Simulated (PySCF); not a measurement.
Si(F)2(NH2)2 (F₂H₄N₂Si), SMILES N[Si](F)(N)F.

The structure is a stationary point at PBE0-D3(BJ)/def2-SVP. The values are those of a single conformer.

Two levels are set side by side: PBE/def2-TZVP (PySCF) and ωB97X/def2-TZVP (PySCF). Same geometry, gas phase. Differences are taken from unrounded values.

| quantity | ωB97X |
|---|---|
| orbital gap (eV) | 13.38 |
| highest occupied level (eV) | -10.69 |
| lowest empty level (eV) | 2.69 |
| dipole moment (D) | 2.63 |
| mean polarisability (bohr³) | 35.8 |

What does PBE give, and how far is it from ωB97X? (An estimate is asked for; the answer gives what the named calculation found.)


```
quantity                       PBE  PBE minus ωB97X
---------------------------  -----  ---------------
orbital gap (eV)              6.38            -7.01
highest occupied level (eV)  -6.60             4.09
lowest empty level (eV)      -0.23            -2.92
dipole moment (D)             2.57            -0.06
mean polarisability (bohr³)   38.1              2.3
```

Without exact exchange PBE keeps part of each electron's self-repulsion, which lifts occupied levels and narrows the gap. PBE's more diffuse valence density responds more strongly to a field. Differences between two approximate levels are no errors against the true value.

Rough cost on one machine, each run with all the roots and properties that it gave: ωB97X against PBE within a factor of 2.
